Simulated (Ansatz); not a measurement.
Program: Ansatz. Geometries: PBE0-D4/def2-TZVP. ΔE: electronic, gas phase. CCSD(T)/CBS is the MP2 limit (def2-TZVPP, def2-QZVPP) plus CCSD(T) − MP2 in def2-TZVPP, frozen cores. DFT in def2-TZVPP. Each species was taken in one conformer, which may not be the lowest.

`BO[Si](C)(F)S` → `FCOB[SiH2]S`  (isomerisation)

| species | PBE-D4 energy (Eh) |
| --- | --- |
| `BO[Si](C)(F)S` | -929.04702 |
| `FCOB[SiH2]S` | -928.90019 |

Problem. Work out ΔE.

Solution. ΔE = (-928.90019) − (-929.04702) = 0.14683 Eh = +385.5 kJ/mol. CCSD(T)/CBS gives +428.2 kJ/mol.

Largest T1 diagnostic among the species: 0.013.

From PBE to PBE0 (25 % exact exchange), in def2-TZVPP and without D4, ΔE moves by +16.1 kJ/mol. The D4 term adds +7.9 kJ/mol with B3LYP and +4.2 kJ/mol with PBE0; it sums over pairs of atoms, weighted by their polarisabilities, and B3LYP, whose exchange is more repulsive, gets the larger term.

B3LYP here is the variant with VWN-RPA as its local correlation; programs differ in this.
